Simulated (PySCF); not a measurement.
C₂H₈O₂Si, SMILES C[C@H](O)[SiH2]O. Atoms are numbered in the order given.

```xyz
13

C      2.0737    -0.3576     0.4336
C      0.8297     0.2012    -0.2257
O      0.5065     1.5161     0.2452
Si    -0.7780    -0.7997    -0.0350
O     -1.9816     0.2197    -0.5721
H      1.9172    -0.5260     1.5130
H      2.3558    -1.3252    -0.0102
H      2.9227     0.3348     0.3170
H      1.0202     0.3295    -1.3056
H      0.5013     1.4868     1.2098
H     -0.8220    -2.0627    -0.8258
H     -0.9286    -1.1265     1.4229
H     -1.6932     1.1367    -0.4624
```

Coordinates come from a PBE0-D3(BJ)/def2-SVP optimisation. The structure was generated by enumeration; whether it is a known compound was not checked. Other conformers were not sampled.

Two levels are set side by side: PBE/pcSseg-1 (PySCF) and KT2/pcSseg-1 (PySCF). GIAO shifts against H2O (¹⁷O), TMS (²⁹Si), TMS (¹H), TMS (¹³C) at the same level; non-relativistic, no solvent, atoms listed together averaged. Differences are taken from unrounded values.

```tsv
quantity	KT2	PBE	PBE minus KT2
δ(¹³C) of C1 (ppm)	22.1	22.1	0.0
δ(¹³C) of C2 (ppm)	65.3	66.3	1.1
δ(¹⁷O) of O3 (ppm)	58.6	60.2	1.6
δ(²⁹Si) of Si4 (ppm)	-13.6	-14.4	-0.8
δ(¹⁷O) of O5 (ppm)	12.6	17.3	4.6
δ(¹H) of H9 (ppm)	3.74	3.76	0.03
δ(¹H) of H10 (ppm)	-0.88	-0.85	0.03
δ(¹H) of H13 (ppm)	1.77	1.90	0.13
```

Rough cost on one machine, each run with all the roots and properties that it gave: KT2 against PBE within a factor of 2.
